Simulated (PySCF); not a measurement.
## H$_{5}$SiSn, SMILES `[SiH3][SnH2]` (charge 0, multiplicity 2)

These are r2SCAN-D4/def2-TZVP // r2SCAN-D4/def2-SVP (PySCF 2.14.0) values and carry that method's errors.

```
Property                                            Result
-----------------------------  ---------------------------
highest occupied spin orbital                     -5.37 eV
dipole moment                                    0.075 e·Å
total energy                                  -506.8094 Ha
cost                           very roughly 8 core-minutes
```

```xyz
7

Si    -1.0895     0.0108    -0.0277
Sn     1.4456    -0.2021    -0.4542
H     -1.7281    -1.3318    -0.1745
H     -1.6834     0.9413    -1.0344
H     -1.3865     0.5350     1.3430
H      2.1975    -1.2751     0.6685
H      2.2444     1.3219    -0.3208
```
Charge 0, spin multiplicity 2.
